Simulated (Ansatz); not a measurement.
BCl2(OMe) (CH3BCl2O). Charge 0, multiplicity 1. Geometry B3LYP-D4/def2-SVP; atoms count from 1.

```xyz
8

B     0.5213   -1.0243    0.6275
Cl    0.1545   -2.1282   -0.7165
Cl    1.3228   -1.6611    2.0647
O     0.2163    0.2720    0.5970
C    -0.4276    0.9850   -0.4464
H     0.1940    1.8540   -0.7081
H    -1.4015    1.3449   -0.0810
H    -0.5799    0.3577   -1.3370
```

Question: Estimate the Mulliken populations from the PBE0/def2-TZVP orbitals of Ansatz.

Answer: 
```
atom  charge (e)
  B1        0.28
 Cl2       -0.16
 Cl3       -0.13
  O4       -0.20
  C5       -0.20
  H6        0.14
  H7        0.14
  H8        0.13
```
Mulliken values depend strongly on the basis.

Question: And the Mayer bond orders between heavy atoms (over 0.3)?

Answer: B1–Cl2 1.21 (1.78 Å); B1–Cl3 1.26 (1.76 Å); B1–O4 1.41 (1.33 Å); O4–C5 0.89 (1.42 Å).
